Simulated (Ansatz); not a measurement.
AlH7O4Si (`[OH][Al-]([OH])([OH])[OH+][SiH3]`): the same geometry under several functionals.

```yaml
crystal:
  periodic: [false, false, false]
  atoms:
    - {symbol: O, position_ang: [-0.809925, -0.244048, -0.987390]}
    - {symbol: Al, position_ang: [-0.171013, -0.954609, 0.516318]}
    - {symbol: O, position_ang: [1.015766, -2.171936, 0.432901]}
    - {symbol: O, position_ang: [-1.403608, -0.968446, 1.693896]}
    - {symbol: O, position_ang: [0.804860, 0.625339, 0.430582]}
    - {symbol: Si, position_ang: [0.285561, 1.520875, -0.990627]}
    - {symbol: H, position_ang: [-1.750120, -0.136488, -1.131795]}
    - {symbol: H, position_ang: [0.847786, -3.095879, 0.598458]}
    - {symbol: H, position_ang: [-1.359210, -1.489872, 2.491555]}
    - {symbol: H, position_ang: [1.582231, 0.943512, 0.891361]}
    - {symbol: H, position_ang: [0.793534, 1.067839, -2.302935]}
    - {symbol: H, position_ang: [-1.032167, 2.200866, -0.954625]}
    - {symbol: H, position_ang: [1.216605, 2.668151, -0.672799]}
basis:
  gaussian: {orbitals: def2-TZVPP}
hamiltonian: {xc: {name: PBE-QIDH}}
```

```sh
$ ansatz run in.yaml --threads 4 --pin off --events-out ev --progress --plain --max-ram 11315MiB
```

It prints (some lines left out):

```
Functional definition: PBE-QIDH
1840 factors; integrals over basis functions are off by at most 8.6e-4 eV
mean field evaluation 1: about -22745.1090 eV, gradient 7.7e1 eV
mean field evaluation 2: about -22745.3162 eV, gradient 7.7e1 eV
mean field evaluation 4: about -22754.7899 eV, gradient 3.0e0 eV
mean field evaluation 8: about -22754.8452 eV, gradient 3.3e-1 eV
mean field evaluation 16: about -22754.8454 eV, gradient 6.8e-5 eV
mean field -22754.84541295 eV, -836.2251451378 hartree, gradient 3.8e-6 eV, S^2 0.000000; 0 other end points of the search recorded, 0 dependent functions left out
14 core orbitals not correlated: weight in the atoms' cores, before any rotation towards them, 1.000 or more for the frozen orbitals, at most 0.000 for the correlated occupied ones
reference -22754.84542816 eV, -836.2251456968 hartree; 19, 19 occupied and 273, 273 virtual orbitals, 1840 factors
second order -36.19433834 eV of doubles, -0.00000000 eV of singles
Total energy: -22766.91020761 eV, -836.6685181636 hartree
```

Run time 8.5 s (4 threads of an Arm Neoverse V2 on a shared host); peak host memory 0.97 GiB.

Changing it to `hamiltonian: {xc: {name: r2SCANh}, dispersion: d4}` (abridged; 7 s):

```
Functional definition: r2SCANh
mean field evaluation 16: about -22781.7645 eV, gradient 6.2e-4 eV
mean field -22781.76454071 eV, -837.2144048365 hartree, gradient 4.2e-5 eV, S^2 0.000000
Total energy: -22781.84356832 eV, -837.2173090475 hartree
```

Changing it to `hamiltonian: {xc: {name: B3LYP}, dispersion: d4}` and forces (abridged; 7 s):

```
Functional definition: B3LYP
mean field evaluation 16: about -22789.0201 eV, gradient 2.8e-4 eV
mean field -22789.02009896 eV, -837.4810416840 hartree, gradient 3.0e-5 eV, S^2 0.000000
Total energy: -22789.49536820 eV, -837.4985075065 hartree
Atom 0 force    -0.122202    -0.073724    -0.044523 eV/Å
Atom 1 force     0.006161    -0.019712     0.005297 eV/Å
Atom 2 force     0.021842    -0.044974    -0.004200 eV/Å
Atom 3 force    -0.021758    -0.003664     0.042461 eV/Å
Atom 4 force     0.081855     0.006350     0.095059 eV/Å
Atom 5 force     0.038933     0.274274    -0.208146 eV/Å
Atom 6 force    -0.026385    -0.013693    -0.037388 eV/Å
Atom 7 force     0.034897    -0.053214    -0.001398 eV/Å
Atom 8 force    -0.038764    -0.007927     0.050587 eV/Å
Atom 9 force     0.017579     0.000576     0.032322 eV/Å
Atom 10 force    -0.030060     0.041051     0.091264 eV/Å
Atom 11 force     0.091204    -0.045963     0.000213 eV/Å
Atom 12 force    -0.053301    -0.059379    -0.021548 eV/Å
Dipole moment:    -0.022349    -0.141007     0.272475 e Å
```

With the line `hamiltonian: {xc: pbe, dispersion: d4}` and forces (abridged; 3.3 s):

```
Functional definition: PBE
mean field evaluation 16: about -22770.7497 eV, gradient 3.8e-3 eV
mean field -22770.74969979 eV, -836.8096168986 hartree, gradient 4.9e-5 eV, S^2 0.000000
Total energy: -22771.04535124 eV, -836.8204818891 hartree
Atom 0 force     0.216661    -0.084377    -0.218601 eV/Å
Atom 1 force    -0.014725    -0.100302     0.072956 eV/Å
Atom 2 force     0.367828     0.164876    -0.122413 eV/Å
Atom 3 force    -0.313401     0.267326    -0.106812 eV/Å
Atom 4 force    -0.085228    -0.129945     0.101940 eV/Å
Atom 5 force    -0.045558     0.172833    -0.189075 eV/Å
Atom 6 force    -0.431421     0.068850    -0.080869 eV/Å
Atom 7 force    -0.071727    -0.443349     0.077867 eV/Å
Atom 8 force     0.012745    -0.247966     0.386894 eV/Å
Atom 9 force     0.361921     0.158978     0.214443 eV/Å
Atom 10 force     0.059861    -0.036891    -0.163590 eV/Å
Atom 11 force    -0.149800     0.094413    -0.006725 eV/Å
Atom 12 force     0.092844     0.115554     0.033987 eV/Å
Dipole moment:    -0.023827    -0.146752     0.268026 e Å
```

Changing it to `hamiltonian: {xc: {name: r2SCAN0}, dispersion: d4}` (abridged; 7 s):

```
Functional definition: r2SCAN0
mean field evaluation 16: about -22780.9164 eV, gradient 1.1e-4 eV
mean field -22780.91642088 eV, -837.1832370076 hartree, gradient 2.2e-5 eV, S^2 0.000000
Total energy: -22781.00374426 eV, -837.1864460826 hartree
```

With the line `hamiltonian: {xc: hse06, dispersion: d4}` (abridged; 4.8 s):

```
Functional definition: HSE06
mean field evaluation 16: about -22771.5855 eV, gradient 1.5e-4 eV
mean field -22771.58545447 eV, -836.8403303166 hartree, gradient 2.8e-5 eV, S^2 0.000000
Total energy: -22771.82055582 eV, -836.8489701320 hartree
```

B3LYP takes the VWN-RPA correlation (the form of Gaussian; ORCA's B3LYP/G).

HSE06 is the plane-wave form, built on full-range PBE exchange.
